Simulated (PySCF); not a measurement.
[BiO3]− at several levels of theory

Computed with PySCF 2.14.0 (density fitting, no spin-orbit coupling) at the geometry relaxed with PBE0:

```xyz
4
[BiO3]− (singlet)
Bi    0.0000    0.0000    0.0000
O     1.9622    0.0000    0.0000
O    -0.9811    1.6993    0.0000
O    -0.9811   -1.6993    0.0000
```

```
level                                 basis    state  HOMO (eV)  gap (eV)  charge on Bi1 (e)  dipole about the centre of mass (D)  largest force component (eV/Å)
 PBE0    Bi def2-SVP with ECP60, O def2-SVP  singlet      -2.17      4.53               1.02                                 0.00                            0.00
M06-L                              the same  singlet      -0.71      2.39               1.12                                 0.00                            0.67
B3LYP                              the same  singlet      -1.79      3.97               0.97                                 0.00                            0.49
   HF                              the same  singlet      -5.75     11.46               1.49                                 0.00                            1.00
 PBE0  Bi def2-TZVP with ECP60, O def2-TZVP  singlet      -2.85      4.49               1.25                                 0.00                            0.76
 PBE0           Bi x2c-SVPall, O x2c-SVPall  singlet      -2.15      4.49               1.13                                 0.00                            0.53
```

Charges are Mulliken's, which hang on the basis. The relaxation used the grid (50, 194), these runs (75, 302) or, all-electron (x2c bases, spin-free X2C Hamiltonian), (99, 590).

Problem. What does TPSSh with Bi def2-SVP with ECP60, O def2-SVP give here?

Solution. state singlet, HOMO (eV) -1.22, gap (eV) 3.18, charge on Bi1 (e) 0.96, dipole about the centre of mass (D) 0.00, largest force component (eV/Å) 0.47. Time: 3.9 s on 2 threads of Intel(R) Xeon(R) Platinum 8259CL CPU @ 2.50GHz (Skylake/Cascade Lake), on a shared host, from an already converged density.

In the first row's basis the gap widens with exact exchange: 2.4 eV for M06-L (none); 3.2 to 4.5 eV for TPSSh, B3LYP, PBE0 (a fixed share); 11.5 eV for Hartree–Fock (rising or full at long range).
